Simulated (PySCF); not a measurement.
**Input and output**

Pb(CH3)2 (singlet). PySCF 2.14.0, RKS B3LYP, Pb def2-SVP with ECP60, C def2-SVP, H def2-SVP; non-relativistic Hamiltonian with scalar-relativistic core potentials where named; density fitting; no spin-orbit coupling. Purpose: singlet excitations, Tamm-Dancoff B3LYP.

```python
mol = gto.M(atom='''
Pb     0.00000     0.00000    -0.79022
C      1.67096    -0.00000     0.84382
H      2.68403    -0.00000     0.40599
H      1.54800     0.89357     1.48485
H      1.54800    -0.89357     1.48485
C     -1.67096     0.00000     0.84382
H     -2.68403     0.00000     0.40599
H     -1.54800    -0.89357     1.48485
H     -1.54800     0.89357     1.48485''',
    basis={'Pb': 'def2-SVP', 'C': 'def2-SVP', 'H': 'def2-SVP'},
    ecp={'Pb': 'def2-SVP'},
    charge=0, spin=0)
mf = dft.RKS(mol, xc='B3LYP')
mf.grids.atom_grid = (50, 194)
mf = mf.density_fit()  # fitting sets: Pb def2-universal-JKFIT, C def2-universal-JKFIT, H def2-universal-JKFIT
mf.conv_tol = 1e-08; mf.max_cycle = 55
mf.kernel(dm0)  # dm0: converged density of the relaxed state
td = mf.TDA(); td.nstates = 8; td.kernel()
```

Run from Python with OMP_NUM_THREADS=2; the lines above give its settings. Where DIIS fails, smearing, a level shift and second-order steps follow.
It took 28 s on 2 threads of Arm Neoverse V1, with other jobs on the host, from an already converged density.

Q: Where do the frontier levels lie, over both spins?

A: HOMO -5.77 eV, LUMO -2.55 eV. 

Q: What does the SCF print?

A: 
```
init E= -272.67286728722
cycle= 1 E= -272.673848280405  delta_E= -0.000981  |g|= 0.0201  |ddm|= 0.13
cycle= 2 E= -272.673754404739  delta_E= 9.39e-05  |g|= 0.0254  |ddm|= 0.0529
cycle= 3 E= -272.67393644028  delta_E= -0.000182  |g|= 0.00463  |ddm|= 0.0308
cycle= 4 E= -272.673942586719  delta_E= -6.15e-06  |g|= 0.000504  |ddm|= 0.00707
cycle= 5 E= -272.673942665539  delta_E= -7.88e-08  |g|= 8.6e-05  |ddm|= 0.00119
cycle= 6 E= -272.673942667856  delta_E= -2.32e-09  |g|= 7.93e-06  |ddm|= 0.00011
Extra cycle  E= -272.67394266787  delta_E= -1.4e-11  |g|= 5.57e-06  |ddm|= 2.74e-05
converged SCF energy = -272.67394266787
```

Q: What are the Mulliken charges and spins?

A: 
```tsv
atom	charge (e)	spin (e)
Pb1	0.444	0.000
C2	-0.322	0.000
H3	0.033	0.000
H4	0.033	0.000
H5	0.033	0.000
C6	-0.322	0.000
H7	0.033	0.000
H8	0.033	0.000
H9	0.033	0.000
```

Q: Which singlet excitations follow (Tamm-Dancoff, 8 states)?

A: 
| state | eV | oscillator strength |
| --- | --- | --- |
| 1 | 2.36 | 0.0154 |
| 2 | 2.99 | 0.0000 |
| 3 | 5.66 | 0.1676 |
| 4 | 5.97 | 0.0488 |
| 5 | 6.60 | 0.1810 |
| 6 | 6.64 | 0.0000 |
| 7 | 6.66 | 0.0038 |
| 8 | 6.92 | 0.0026 |
Functionals without range separation put charge-transfer states too low; the basis has no diffuse functions.

The geometry was relaxed with TPSS (Pb def2-SVP with ECP60, C def2-SVP, H def2-SVP).
